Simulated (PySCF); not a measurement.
C3H6BFO2, SMILES OB(O)[C@@H]1C[C@@H]1F.

Coordinates come from a B3LYP-D3(BJ)/def2-SVP optimisation. The structure was generated by enumeration; whether it is a known compound was not checked. The values are those of a single conformer.

Two levels are set side by side: PBE/def2-TZVP (PySCF) and CAM-B3LYP/def2-TZVP (PySCF). Same geometry, gas phase. Differences are taken from unrounded values.

```json
[
 {"quantity": "orbital gap (eV)", "PBE": "6.48"},
 {"quantity": "highest occupied level (eV)", "PBE": "-6.65"},
 {"quantity": "lowest empty level (eV)", "PBE": "-0.17"},
 {"quantity": "dipole moment (D)", "PBE": "2.22"},
 {"quantity": "mean polarisability (bohr³)", "PBE": "56.6"}
]
```

Problem. These are the PBE values. What does CAM-B3LYP give? (An estimate is asked for; the answer gives what the named calculation found.)

Solution. 
```
quantity                     CAM-B3LYP  PBE minus CAM-B3LYP
---------------------------  ---------  -------------------
orbital gap (eV)                 10.98                -4.50
highest occupied level (eV)      -9.56                 2.91
lowest empty level (eV)           1.42                -1.59
dipole moment (D)                 2.45                -0.22
mean polarisability (bohr³)       53.6                  3.0
```

Without exact exchange PBE keeps part of each electron's self-repulsion, which lifts occupied levels and narrows the gap. Loosely held outer electrons make PBE densities more polarisable. Differences between two approximate levels are no errors against the true value.

Rough cost on one machine, each run with all the roots and properties that it gave: CAM-B3LYP against PBE within a factor of 2.
